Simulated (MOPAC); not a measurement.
Job for MOPAC: AM1 on C4H8 (a complex).

```
AM1 1SCF PRECISE CHARGE=0 THREADS=1
C4H8

C      0.42229757 1    -0.24328049 1    -0.58113659 1
C     -0.33587133 1     0.00520841 1     0.31109152 1
H      1.09553213 1    -0.46375577 1    -1.37326245 1
H     -1.00565897 1     0.22474297 1     1.10641608 1
C     -0.75664643 1     0.26139751 1     3.97729770 1
C      0.71475931 1    -0.14237335 1     3.95384654 1
H     -0.91904783 1     1.20309868 1     3.44756739 1
H     -1.11755793 1     0.39779030 1     4.99852047 1
H     -1.38543665 1    -0.50029351 1     3.51017230 1
H      1.07345510 1    -0.27796016 1     2.93214604 1
H      0.87473963 1    -1.08078155 1     4.48825271 1
H      1.33988921 1     0.61779187 1     4.42623825 1
```

Output:

```
*******************************************************************************
 **                                                                           **
 **                              MOPAC v23.2.5                                **
 **                                                                           **
 *******************************************************************************
 ** MOPAC's Digital Object Identifier: https://doi.org/10.5281/zenodo.6511958 **
 **                                                                           **
 ** Please cite the open-source release paper for use of this MOPAC version:  **
 ** J. E. Moussa and J. J. P. Stewart (2026)                                  **
 ** MOPAC: An open-source semiempirical molecular orbital program             **
 ** J. Open Source Softw., 11(119), 8025, https://doi.org/10.21105/joss.08025 **
 *******************************************************************************

                              AM1 CALCULATION RESULTS

 *******************************************************************************
 *  AM1        - The AM1 Hamiltonian to be used
 *
 *
 *
 *                 CHARGE ON SYSTEM = 0
 *
 *
 *
 *  PRECISE    - TIGHTER CRITERIA TO BE USED
 *  1SCF       - DO 1 SCF AND THEN STOP
 *  THREADS=1  - MULTI-THREADING NOT USED
 *  T=         - A TIME OF 172800.0 SECONDS REQUESTED
 *  DUMP=N     - RESTART FILE WRITTEN EVERY 7200.0 SECONDS REQUESTED
 *******************************************************************************
AM1 1SCF PRECISE CHARGE=0 THREADS=1
 C4H8

   ATOM   CHEMICAL          X               Y               Z
  NUMBER   SYMBOL      (ANGSTROMS)     (ANGSTROMS)     (ANGSTROMS)

     1       C          0.42229757  *  -0.24328049  *  -0.58113659  *
     2       C         -0.33587133  *   0.00520841  *   0.31109152  *
     3       H          1.09553213  *  -0.46375577  *  -1.37326245  *
     4       H         -1.00565897  *   0.22474297  *   1.10641608  *
     5       C         -0.75664643  *   0.26139751  *   3.97729770  *
     6       C          0.71475931  *  -0.14237335  *   3.95384654  *
     7       H         -0.91904783  *   1.20309868  *   3.44756739  *
     8       H         -1.11755793  *   0.39779030  *   4.99852047  *
     9       H         -1.38543665  *  -0.50029351  *   3.51017230  *
    10       H          1.07345510  *  -0.27796016  *   2.93214604  *
    11       H          0.87473963  *  -1.08078155  *   4.48825271  *
    12       H          1.33988921  *   0.61779187  *   4.42623825  *



          CARTESIAN COORDINATES

    NO.       ATOM           X           Y           Z

     1         C          0.4223     -0.2433     -0.5811
     2         C         -0.3359      0.0052      0.3111
     3         H          1.0955     -0.4638     -1.3733
     4         H         -1.0057      0.2247      1.1064
     5         C         -0.7566      0.2614      3.9773
     6         C          0.7148     -0.1424      3.9538
     7         H         -0.9190      1.2031      3.4476
     8         H         -1.1176      0.3978      4.9985
     9         H         -1.3854     -0.5003      3.5102
    10         H          1.0735     -0.2780      2.9321
    11         H          0.8747     -1.0808      4.4883
    12         H          1.3399      0.6178      4.4262

  H: (AM1): M.J.S. DEWAR ET AL, J. AM. CHEM. SOC. 107 3902-3909 (1985)
  C: (AM1): M.J.S. DEWAR ET AL, J. AM. CHEM. SOC. 107 3902-3909 (1985)

           Empirical Formula: C4 H8  =    12 atoms



      MOLECULAR POINT GROUP   :   Cs


      RHF CALCULATION, NO. OF DOUBLY OCCUPIED LEVELS = 12


 -------------------------------------------------------------------------------
 AM1 1SCF PRECISE CHARGE=0 THREADS=1
 C4H8



     1SCF WAS SPECIFIED, SO BFGS WAS NOT USED
     SCF FIELD WAS ACHIEVED


                              AM1 CALCULATION
                                                       MOPAC v23.2.5 Linux




          FINAL HEAT OF FORMATION =         39.20270 KCAL/MOL =     164.02410 KJ/MOL


          COSMO AREA              =        129.95 SQUARE ANGSTROMS
          COSMO VOLUME            =        110.32 CUBIC ANGSTROMS

          IONIZATION POTENTIAL    =         11.455333 EV
          HOMO LUMO ENERGIES (EV) =        -11.455  2.061
          NO. OF FILLED LEVELS    =         12
          MOLECULAR WEIGHT        =         56.1072         POINT GROUP:  Cs

          MOLECULAR DIMENSIONS (Angstroms)

            Atom       Atom       Distance
            H     8    H     3     6.79997
            H     4    H    11     3.31027
            H    12    H     9     2.37845


          SCF CALCULATIONS        =          1





   ATOM   CHEMICAL          X               Y               Z
  NUMBER   SYMBOL      (ANGSTROMS)     (ANGSTROMS)     (ANGSTROMS)

     1       C          0.42229757  *  -0.24328049  *  -0.58113659  *
     2       C         -0.33587133  *   0.00520841  *   0.31109152  *
     3       H          1.09553213  *  -0.46375577  *  -1.37326245  *
     4       H         -1.00565897  *   0.22474297  *   1.10641608  *
     5       C         -0.75664643  *   0.26139751  *   3.97729770  *
     6       C          0.71475931  *  -0.14237335  *   3.95384654  *
     7       H         -0.91904783  *   1.20309868  *   3.44756739  *
     8       H         -1.11755793  *   0.39779030  *   4.99852047  *
     9       H         -1.38543665  *  -0.50029351  *   3.51017230  *
    10       H          1.07345510  *  -0.27796016  *   2.93214604  *
    11       H          0.87473963  *  -1.08078155  *   4.48825271  *
    12       H          1.33988921  *   0.61779187  *   4.42623825  *

                             CARTESIAN COORDINATES

   1    C        0.422297570    -0.243280490    -0.581136590
   2    C       -0.335871330     0.005208410     0.311091520
   3    H        1.095532130    -0.463755770    -1.373262450
   4    H       -1.005658970     0.224742970     1.106416080
   5    C       -0.756646430     0.261397510     3.977297700
   6    C        0.714759310    -0.142373350     3.953846540
   7    H       -0.919047830     1.203098680     3.447567390
   8    H       -1.117557930     0.397790300     4.998520470
   9    H       -1.385436650    -0.500293510     3.510172300
  10    H        1.073455100    -0.277960160     2.932146040
  11    H        0.874739630    -1.080781550     4.488252710
  12    H        1.339889210     0.617791870     4.426238250


           Empirical Formula: C4 H8  =    12 atoms



      MOLECULAR POINT GROUP   :   Cs


                  EIGENVALUES
 -33.42346 -32.91310 -24.16600 -20.61930 -15.52599 -14.95290 -14.81202 -13.22022
 -11.98417 -11.96795 -11.47190 -11.45533   2.06107   2.06214   3.59661   4.19391
   4.20141   4.54915   5.01468   5.06746   5.07383   5.14332   5.42274   6.75266


              NET ATOMIC CHARGES AND DIPOLE CONTRIBUTIONS

  ATOM NO.   TYPE          CHARGE      No. of ELECS.   s-Pop       p-Pop
    1          C          -0.220558        4.2206     1.26079     2.95976
    2          C          -0.218804        4.2188     1.26175     2.95706
    3          H           0.218449        0.7816     0.78155
    4          H           0.220440        0.7796     0.77956
    5          C          -0.209567        4.2096     1.21507     2.99450
    6          C          -0.209967        4.2100     1.21461     2.99536
    7          H           0.067377        0.9326     0.93262
    8          H           0.070520        0.9295     0.92948
    9          H           0.067434        0.9326     0.93257
   10          H           0.074204        0.9258     0.92580
   11          H           0.070241        0.9298     0.92976
   12          H           0.070231        0.9298     0.92977
 DIPOLE           X         Y         Z       TOTAL
 POINT-CHG.     0.036    -0.009     0.026     0.046
 HYBRID        -0.009     0.003     0.005     0.010
 SUM            0.027    -0.007     0.031     0.042


          ATOMIC ORBITAL ELECTRON POPULATIONS

     Atom    s        px        py        pz
    1  C   1.26079   0.98356   0.99877   0.97743
    2  C   1.26175   0.98321   0.99764   0.97620
    3  H   0.78155
    4  H   0.77956
    5  C   1.21507   0.96370   1.01009   1.02071
    6  C   1.21461   0.95792   1.01481   1.02263
    7  H   0.93262
    8  H   0.92948
    9  H   0.93257
   10  H   0.92580
   11  H   0.92976
   12  H   0.92977

 **********************
 *                    *
 * JOB ENDED NORMALLY *
 *                    *
 **********************




 == MOPAC DONE ==
```

The run finished.

Cost: about 0.04 core-seconds (a rough figure).
